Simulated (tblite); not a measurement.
Compound: C₆H₉F₂NO.
Z-matrix (Å and degrees, GFN2-xTB geometry), rows numbered from 1:
```
O 
C   1  1.2128
C   2  1.5200  1  122.05
C   3  1.5258  2  113.83  1  -160.22
C   4  1.5284  3  109.64  2    73.96
F   5  1.3572  4  111.21  3  -170.88
F   5  1.3543  4  110.13  3    71.93
C   4  1.5282  3  109.22  2   -48.97
C   8  1.5245  4  110.51  3    61.38
N   2  1.3511  1  120.96  3   177.73
H   3  1.0927  2  106.81  1    78.57
H   3  1.0915  2  107.86  1   -36.26
H   4  1.0954  3  109.84  2  -169.17
H   5  1.1001  4  113.92  3   -48.73
H   8  1.0900  4  110.74  3  -177.39
H   8  1.0910  4  108.10  3   -58.76
H   9  1.0947  8  109.75  4  -165.63
H   9  1.0987  8  109.81  4    76.45
H  10  1.0108  2  114.55  1     2.12
```

Computed with GFN2-xTB (tblite): harmonic, unscaled wavenumbers at the GFN2-xTB geometry, gas phase. Against measured fundamentals such values can be off by several per cent, at times by over 20. One conformer, not necessarily the lowest.

Harmonic wavenumbers (cm⁻¹): 56.3, 64.8, 101.7, 184.9, 221.3, 313.1, 364.1, 401.8, 426.5, 492.0, 504.4, 535.9, 593.0, 613.7, 705.9, 815.5, 873.6, 922.0, 959.9, 981.8, 996.7, 1033.8, 1074.0, 1089.7, 1118.9, 1136.7, 1150.8, 1197.1, 1218.8, 1244.3, 1272.6, 1287.3, 1290.5, 1319.5, 1326.0, 1335.5, 1351.4, 1426.0, 1452.3, 1475.1, 1499.6, 1744.3, 2888.4, 2897.2, 2948.2, 2949.2, 2975.1, 2996.6, 3004.2, 3013.2, 3426.9.

A = 2029, B = 1043, C = 828.9 MHz; mass 149.065 u (most abundant isotopes); point group C1, symmetry number 1.

Task: Zero-point energy?

Result: ½Σν̃ = 32636 cm⁻¹ = 390.41 kJ/mol.

Task: Entropy at 350 K, 1 bar (ideal gas, RRHO, classical rotation)?

Result: Translation 174.60, rotation 125.82, vibration 127.42: S = 427.8 J/(mol K).

Task: And Cp and H(350 K) − H(0)?

Result: Cp = 176.64 J/(mol K), of which vibrations give 143.39 (their classical limit is 51 R = 424.0); H(350 K) − H(0) = 35.51 kJ/mol without the zero-point energy, 23.87 from vibrations.

Task: What must be added to the electronic energy to get the Gibbs energy at 350 K and 1 bar?

Result: ZPE + [H(350 K) − H(0)] − T·S = 390.41 + 35.51 − 149.74 = 276.18 kJ/mol.

Task: Which modes carry the vibrational entropy at 350 K?

Result: 56.3 cm⁻¹: 20.50; 64.8 cm⁻¹: 19.34; 101.7 cm⁻¹: 15.63; 184.9 cm⁻¹: 10.79; 221.3 cm⁻¹: 9.38; 313.1 cm⁻¹: 6.77 J/(mol K); the other 45 give 45.01 together.

Hindered rotation and anharmonicity are outside this model. Other conformers, if any are populated, would add a mixing term that is left out. The structure is chiral; the term R ln 2 for an equal mix with its mirror image is left out.

Hardware: an x86-64 server with one thread (shared host). This covers the Hessian and the dipole derivatives.
